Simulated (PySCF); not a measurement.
SMILES CO[SiH2]C#N, singlet, B3LYP/def2-SVP optimised geometry.

```
10

C      1.40     1.49     0.11
O      1.63     0.23    -0.50
Si     1.08    -1.24     0.00
C     -0.80    -1.24     0.00
N     -1.96    -1.21     0.00
H      0.33     1.76     0.10
H      1.76     1.51     1.15
H      1.96     2.25    -0.46
H      1.49    -1.56     1.39
H      1.53    -2.25    -0.97
```

Density from PySCF with B3LYP/def2-TZVP at that geometry.

Minimum of the electron density along straight lines between bonded atoms, close to the bond critical point (lines longer than 1.1 times the sum of covalent radii, or with two minima, are not listed):

```csv
bond,length / Å,ρ at the minimum / e bohr⁻³,∇²ρ there / e bohr⁻⁵,position (fraction from the first atom)
C1–O2,1.415,0.251,-0.50,0.35
O2–Si3,1.650,0.137,0.80,0.59
Si3–C4,1.874,0.109,0.26,0.39
C4–N5,1.161,0.493,[?],0.34
C1–H6,1.104,0.279,-0.97,0.65
C1–H7,1.105,0.278,-0.96,0.65
C1–H8,1.100,0.282,-1.00,0.65
Si3–H9,1.488,0.125,0.12,0.49
Si3–H10,1.478,0.128,0.14,0.49
```

**Question.** Complete the blanks.

**Answer.** 
- C4–N5, ∇²ρ there / e bohr⁻⁵: -0.27
